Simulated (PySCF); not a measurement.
## Mg₂X across group 16

Level: PBE0, basis family def2-TZVP, scalar-relativistic core potentials from Rb on and no relativity for lighter atoms.

Each entry is the lowest minimum that a search over a few typed start shapes (and spin states, where more than one is plausible) found, or that minimum re-optimised at the stated level; isomers with ligand–ligand bonds, or fragments after loss of a ligand pair, can lie lower. Open shells are unrestricted; no spin–orbit coupling; PySCF with density fitting.

```json
{"molecule": "Mg₂O", "2S+1": "3", "point group": "D∞h", "mean bond to the central atom (Å)": "1.798", "lowest ω (cm⁻¹)": "75", "highest ω (cm⁻¹)": "926", "dipole (D)": "0.00", "polar-tensor charge of the central atom": "-0.89"}
{"molecule": "Mg₂S", "2S+1": "?", "point group": "?", "mean bond to the central atom (Å)": "?", "lowest ω (cm⁻¹)": "?", "highest ω (cm⁻¹)": "?", "dipole (D)": "?", "polar-tensor charge of the central atom": "?"}
{"molecule": "Mg₂Te", "2S+1": "3", "point group": "C2v", "mean bond to the central atom (Å)": "2.654", "lowest ω (cm⁻¹)": "60", "highest ω (cm⁻¹)": "284", "dipole (D)": "2.30", "polar-tensor charge of the central atom": "-0.62"}
```

**Question.** Fill in the row of Mg₂S.

**Answer.** 2S+1: 3; point group: C2v; mean bond to the central atom (Å): 2.291; lowest ω (cm⁻¹): 82; highest ω (cm⁻¹): 451; dipole (D): 2.17; polar-tensor charge of the central atom: -0.76.

Left out of the table are members whose search was unfinished or whose lowest solution was spin-contaminated, unstable, very soft or bonded differently.

Open d and f shells are single-determinant solutions and may miss the true ground state.
